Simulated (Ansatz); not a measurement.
Basis sets compared for SiEt(OAc)3 (C8H14O6Si). The state is a singlet with charge 0. Geometry PBE-D4/def2-SVP. Ansatz on 4 threads of Arm Neoverse V1 on a shared host; times are rough, and most runs start from earlier orbitals.

```xyz
29

Si   -0.334   -0.114    0.085
C    -1.943   -0.363    0.975
C    -2.908    0.829    0.870
H    -1.674   -0.580    2.031
H    -2.397   -1.287    0.558
H    -3.837    0.643    1.445
H    -2.450    1.759    1.264
H    -3.205    1.023   -0.182
O    -0.491    0.381   -1.548
C    -1.185   -0.400   -2.423
C    -1.156    0.158   -3.822
O    -1.746   -1.424   -2.079
H    -1.779   -0.461   -4.490
H    -0.110    0.176   -4.188
H    -1.512    1.207   -3.821
O     0.688   -1.478   -0.006
C     1.318   -1.880    1.134
C     2.406   -2.878    0.855
O     1.021   -1.430    2.226
H     2.778   -3.312    1.799
H     3.229   -2.342    0.339
H     2.047   -3.668    0.168
O     0.427    1.235    0.786
C     1.769    1.499    0.799
C     2.068    2.748    1.588
O     2.591    0.793    0.252
H     3.142    2.992    1.515
H     1.791    2.582    2.649
H     1.451    3.592    1.221
```

Binding counts from free atoms (Si triplet, C triplet, H doublet, O triplet) in the same basis, without a counterpoise term.

| level | functions | energy (Eh) | HOMO (eV) | LUMO (eV) | binding per atom (eV) | wall time |
| --- | --- | --- | --- | --- | --- | --- |
| PBE-D4/def2-SVP | 284 | -1052.6728 | -6.21 | -1.19 | 4.76 | 6 s |
| PBE0-D4/def2-SVP | 284 | -1052.7264 | -7.97 | -0.11 | 4.63 | 13 s |

Problem. Estimate the rows for PBE-D4/def2-TZVP, PBE0-D4/def2-TZVP (with forces).

Solution. 
| level | functions | energy (Eh) | HOMO (eV) | LUMO (eV) | binding per atom (eV) | wall time |
| --- | --- | --- | --- | --- | --- | --- |
| PBE-D4/def2-TZVP | 555 | -1053.6566 | -6.39 | -1.38 | 4.70 | 13 s |
| PBE0-D4/def2-TZVP (with forces) | 555 | -1053.7025 | -8.06 | -0.24 | 4.58 | 46 s |
